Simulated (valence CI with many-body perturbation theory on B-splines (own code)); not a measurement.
E1 line list for Yb21+

Calculated by relativistic CI+MBPT: three valence electrons over a frozen Dirac-Fock core [Kr] 4d10, radial functions for each j: 7 s, 7 p, 7 d, 7 f, 4 g, 2 h, with the one-electron correlation potential Σ1, the two-electron term Σ2, the three-electron term Σ3, Breit, model QED; selected CI, second order for the rest, scaled by the run's own slope (own B-spline code, finite nucleus).

No measured spectrum was set against this ion. As an estimate, terms of the open shell hold to a few per cent of their energy, and close levels can change places. The list stops below the first excitations out of the core.

Lines 201 to 250 of 546 in falling wavelength, among levels below 143.03 eV, chosen from the strongest by gf and those to the six lowest levels. Wavelengths and rates use the calculated energies, so an error of 2000 cm⁻¹ moves a line at 249.0 Å by 0.5 % and its rate by three times that or more. Electric multipoles are in the length gauge, E1 and E2 with the static RPA response of the core. Weak lines are less certain than strong ones. Lines between different terms over intervals too small for the method are left out, as are lines whose strength nearly cancels. Where a level lies close to another of its J and parity, the split of strength between their lines is uncertain. The highest levels of a list are the least certain.

Levels are named by their leading jj configuration (3d3/2^4 stands for four electrons in 3d with j = 3/2), which in mixed levels can hold well under half, so a name can repeat and another be missing. Letters in brackets count levels of one name in rising energy.

```tsv
λ vac (Å)	Upper	Lower	A (s⁻¹)	S (a.u.)
249.0	(4f5/2 4f7/2 5p3/2) J=1/2 [a]	(4f7/2^2 5s) J=3/2	2.31e+09	3.51e-02
248.3	(4f5/2^2 5p3/2) J=5/2 [b]	(4f7/2^2 5s) J=7/2	1.90e+08	8.63e-03
248.1	(4f5/2 4f7/2 5p3/2) J=11/2 [c]	(4f5/2 4f7/2 5s) J=13/2	5.05e+07	4.57e-03
247.9	(4f5/2^2 5p3/2) J=7/2 [a]	(4f5/2 4f7/2 5s) J=9/2 [b]	8.26e+07	4.97e-03
247.8	(4f5/2 4f7/2 5p3/2) J=7/2 [a]	(4f5/2 4f7/2 5s) J=5/2 [b]	1.21e+08	7.27e-03
247.6	(4f5/2^2 5p3/2) J=9/2	(4f5/2 4f7/2 5s) J=9/2 [b]	6.95e+08	5.21e-02
247.6	(4f5/2 4f7/2 5p3/2) J=3/2 [a]	(4f5/2^2 5s) J=1/2	9.07e+07	2.72e-03
247.5	(4f5/2 4f7/2 5p3/2) J=3/2 [b]	(4f7/2^2 5s) J=3/2	2.58e+08	7.73e-03
247.0	(4f5/2 4f7/2 5p3/2) J=5/2 [b]	(4f5/2 4f7/2 5s) J=3/2 [b]	9.39e+08	4.19e-02
246.6	(4f5/2 4f7/2 5p3/2) J=11/2 [a]	(4f7/2^2 5s) J=9/2	1.12e+08	9.96e-03
246.2	(4f5/2^2 5p3/2) J=9/2	(4f5/2 4f7/2 5s) J=7/2 [a]	1.38e+08	1.02e-02
246.2	(4f7/2^2 5p3/2) J=9/2 [a]	(4f5/2 4f7/2 5s) J=11/2 [b]	3.50e+08	2.58e-02
245.1	(4f7/2^2 5p3/2) J=5/2 [a]	(4f7/2^2 5s) J=5/2	2.36e+09	1.03e-01
244.8	(4f5/2 4f7/2 5p3/2) J=7/2 [b]	(4f5/2 4f7/2 5s) J=5/2 [b]	3.57e+09	2.07e-01
244.4	(4f5/2 4f7/2 5p3/2) J=9/2 [a]	(4f7/2^2 5s) J=11/2	8.86e+08	6.38e-02
244.3	(4f5/2 4f7/2 5p3/2) J=5/2 [a]	(4f5/2 4f7/2 5s) J=3/2 [a]	4.31e+07	1.86e-03
244.2	(4f5/2^2 5p3/2) J=7/2 [b]	(4f7/2^2 5s) J=9/2	6.53e+07	3.75e-03
243.6	(4f5/2^2 5p3/2) J=7/2 [a]	(4f5/2 4f7/2 5s) J=9/2 [a]	1.72e+09	9.84e-02
243.5	(4f5/2 4f7/2 5p3/2) J=11/2 [b]	(4f7/2^2 5s) J=9/2	2.89e+08	2.48e-02
243.5	(4f5/2^2 5p3/2) J=5/2 [a]	(4f5/2 4f7/2 5s) J=5/2 [a]	2.44e+08	1.04e-02
243.4	(4f5/2 4f7/2 5p3/2) J=5/2 [a]	(4f5/2 4f7/2 5s) J=5/2 [b]	2.00e+09	8.55e-02
243.4	(4f5/2^2 5p3/2) J=5/2 [a]	(4f5/2 4f7/2 5s) J=7/2 [b]	7.37e+07	3.15e-03
243.3	(4f5/2^2 5p3/2) J=9/2	(4f5/2 4f7/2 5s) J=9/2 [a]	1.17e+09	8.32e-02
243.1	(4f7/2^2 5p3/2) J=7/2 [a]	(4f7/2^2 5s) J=5/2	2.07e+09	1.18e-01
243.0	(4f5/2 4f7/2 5p3/2) J=7/2 [b]	(4f7/2^2 5s) J=7/2	1.03e+08	5.84e-03
242.8	(4f5/2^2 5p3/2) J=11/2	(4f7/2^2 5s) J=13/2	7.50e+07	6.36e-03
242.5	(4f5/2 4f7/2 5p3/2) J=1/2 [a]	(4f5/2 4f7/2 5s) J=1/2	2.12e+09	2.99e-02
242.5	(4f5/2 4f7/2 5p3/2) J=9/2 [b]	(4f7/2^2 5s) J=7/2	2.41e+07	1.69e-03
242.4	(4f5/2^2 5p3/2) J=11/2	(4f5/2 4f7/2 5s) J=9/2 [b]	1.29e+08	1.08e-02
242.1	(4f7/2^2 5p3/2) J=11/2	(4f5/2 4f7/2 5s) J=11/2 [b]	1.06e+09	8.94e-02
241.9	(4f7/2^2 5p3/2) J=11/2	(4f5/2 4f7/2 5s) J=13/2	2.51e+08	2.10e-02
241.8	(4f5/2 4f7/2 5p3/2) J=11/2 [a]	(4f7/2^2 5s) J=11/2	4.87e+09	4.08e-01
241.6	(4f5/2 4f7/2 5p3/2) J=5/2 [a]	(4f7/2^2 5s) J=7/2	4.16e+08	1.74e-02
241.4	(4f5/2 4f7/2 5p3/2) J=5/2 [b]	(4f5/2 4f7/2 5s) J=3/2 [a]	9.28e+07	3.87e-03
241.4	(4f5/2^2 5p3/2) J=7/2 [a]	(4f5/2^2 5s) J=5/2	3.80e+09	2.11e-01
241.3	(4f5/2 4f7/2 5p3/2) J=13/2 [a]	(4f7/2^2 5s) J=11/2	2.12e+08	2.05e-02
241.3	(4f7/2^2 5p3/2) J=3/2 [a]	(4f7/2^2 5s) J=3/2	1.60e+09	4.43e-02
241.1	(4f5/2 4f7/2 5p3/2) J=3/2 [b]	(4f5/2 4f7/2 5s) J=1/2	8.47e+08	2.34e-02
240.9	(4f5/2 4f7/2 5p3/2) J=9/2 [a]	(4f5/2 4f7/2 5s) J=7/2 [b]	7.96e+08	5.49e-02
240.8	(4f5/2 4f7/2 5p3/2) J=9/2 [c]	(4f7/2^2 5s) J=7/2	9.99e+08	6.88e-02
240.6	(4f5/2^2 5p3/2) J=9/2	(4f5/2 4f7/2 5s) J=11/2 [a]	6.47e+07	4.45e-03
240.6	(4f5/2 4f7/2 5p3/2) J=5/2 [b]	(4f5/2 4f7/2 5s) J=5/2 [b]	1.24e+08	5.11e-03
240.2	(4f5/2^2 5p3/2) J=3/2	(4f5/2 4f7/2 5s) J=5/2 [a]	1.72e+09	4.70e-02
239.9	(4f5/2 4f7/2 5p3/2) J=5/2 [c]	(4f7/2^2 5s) J=3/2	1.52e+08	6.21e-03
239.7	(4f5/2 4f7/2 5p3/2) J=7/2 [b]	(4f7/2^2 5s) J=9/2	2.46e+08	1.34e-02
239.5	(4f5/2 4f7/2 5p3/2) J=7/2 [d]	(4f7/2^2 5s) J=5/2	2.52e+08	1.37e-02
239.2	(4f5/2 4f7/2 5p3/2) J=9/2 [b]	(4f7/2^2 5s) J=9/2	2.16e+08	1.46e-02
238.9	(4f5/2 4f7/2 5p3/2) J=11/2 [b]	(4f7/2^2 5s) J=11/2	5.58e+09	4.50e-01
238.8	(4f7/2^2 5p1/2) J=1/2	(4f5/2^2 5s) J=3/2	7.40e+08	9.95e-03
238.8	(4f5/2 4f7/2 5p3/2) J=5/2 [b]	(4f7/2^2 5s) J=7/2	1.65e+09	6.64e-02
```
